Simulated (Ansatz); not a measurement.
Input for Ansatz (development build ahead of 0.2.0):

```yaml
crystal:
  periodic: [false, false, false]
  atoms:
    - { symbol: Ti, position_ang: [0.0, 0.0, -0.3577] }
    - { symbol: O, position_ang: [0.0, 1.21957, 0.49184] }
    - { symbol: O, position_ang: [0.0, -1.21957, 0.49184] }
basis:
  gaussian: { orbitals: cc-pVDZ }
hamiltonian:
  xc: hf
```

The input is written out in the form of the current development build from the run's settings.

Results

* Converged: yes
* Total energy: -998.09260 hartree
* Spin squared of the determinant: 0.000

Caution: no unrestricted run beside it, a lower state can exist; other spin multiplicities were not run.
